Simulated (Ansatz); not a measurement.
CBF5O (`FB(F)OC(F)(F)F`), relaxed with RKS PBE-D4/def2-SVP in Ansatz from a rough embedded geometry. The force threshold is 0.03 eV/Å; the program also tests the step.

Charge 0, multiplicity 1.

Start:

```xyz
8

F     1.025   -1.657    1.344
B     0.674   -0.272    1.121
F     0.252    0.489    2.247
O     0.765    0.426   -0.166
C    -0.360    0.275   -0.926
F    -0.679   -1.064   -1.191
F    -1.456    0.888   -0.278
F    -0.222    0.916   -2.151
```

Question: By how much does the energy fall, and how many steps does the optimiser take? (Best estimate.)

Answer: Ansatz gave: 112.08 kJ/mol, in 12 steps, 1 of them rejected.

Question: Which bonds change most? (Best estimate.)

Answer: Computed: F1–B2 from 1.446 to 1.324 Å; B2–F3 from 1.423 to 1.321 Å; B2–O4 from 1.467 to 1.378 Å; C5–F7 from 1.413 to 1.346 Å.

Question: Give the relaxed structure. (An estimate is asked.)

Answer: Computed: 
```xyz
8

F    -0.092   -1.269    1.442
B     0.585   -0.151    1.227
F     1.426    0.304    2.139
O     0.454    0.582    0.067
C    -0.382    0.219   -0.954
F    -0.059   -0.991   -1.446
F    -1.664    0.182   -0.546
F    -0.268    1.123   -1.929
```
